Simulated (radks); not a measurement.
Spherical quantum dot in the effective-mass picture: electrons in a hard-walled sphere of radius 3.26, with a point charge +1 (a donor) at the centre, all in effective atomic units (hartree* = m*/eps^2 hartree, bohr* = eps/m* bohr), one dielectric constant everywhere. Method: non-relativistic Kohn-Sham, LDA (Slater exchange, Perdew-Wang correlation), spin-polarised, spherical densities; computed with a radial shooting solver with Libxc functionals. Levels are named by radial order and angular momentum (1s, 1p, 1d, 2s, ...), and open shells are averaged over m. Results are scaled to m* = 0.374 and eps = 14.3, for which hartree* = 49.77 meV and bohr* = 2.023 nm.

N = 21, configuration 1s2 1p6 1d10 2s2 1f(up 1, down 0). This is the lowest configuration that the search found. Occupied and some empty levels:

level,occupation,eigenvalue (meV),<r> (nm)
1s up,1,416.04,4.242
1s down,1,416.71,4.233
1p up,3,429.91,4.533
1p down,3,430.65,4.530
1d up,5,451.96,4.707
1d down,5,452.74,4.706
1f up,1,481.65,4.844
1f down,0,482.45,4.844
2s up,1,482.93,2.674
2s down,1,483.16,2.677
1g up,0,518.38,4.958
1g down,0,519.20,4.958
2p up,0,535.83,3.394
2p down,0,536.18,3.393
2d up,0,586.62,3.751
2d down,0,587.05,3.749

Energy (meV): total 5021.98, kinetic 1565.0, external -556.54, Hartree 4520.4, exchange-correlation -506.93.

Electron density:

r (nm),n(r) (e/nm^3)
0.347,0.08575
0.840,0.05340
1.33,0.03395
1.83,0.02265
2.32,0.01719
2.81,0.01646
3.30,0.01964
3.80,0.02519
4.29,0.03018
4.78,0.03068
5.27,0.02400
5.77,0.01206
6.26,0.002155
